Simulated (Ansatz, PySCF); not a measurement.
(1-methylcyclobutyl)silane (C5H12Si), SMILES C1(C)([SiH3])CCC1.

The structure is a stationary point at B3LYP-D3(BJ)/def2-SVP.

Vertical ionisation energy (IE) and electron affinity (EA) in eV. Rows of orbital energies are one-electron estimates. Where ΔSCF, EOM or ADC give a negative EA the extra electron is unbound and the value depends on the basis.

```tsv
level	IE	EA
−ε(HOMO), −ε(LUMO), r2SCAN/def2-TZVP (PySCF)	6.72	-0.33
−ε(HOMO), −ε(LUMO), PBE/def2-TZVP (PySCF)	6.52	0.11
ΔSCF, CAM-B3LYP/def2-SVPD (Ansatz), final states of multiplicity 2 and 2	9.74	-1.77
ΔSCF, PBE/def2-SVPD (Ansatz), final states of multiplicity 2 and 2	9.26	-1.41
```

### Question
What vertical singlet–triplet gap does ΔSCF give with CAM-B3LYP/def2-SVPD (Ansatz, a program for electronic structure) and with PBE/def2-SVPD (Ansatz)? (The exact figures need the calculation; the answer reports its results.)

### Answer
7.25 and 6.42 eV (triplet above singlet where positive).
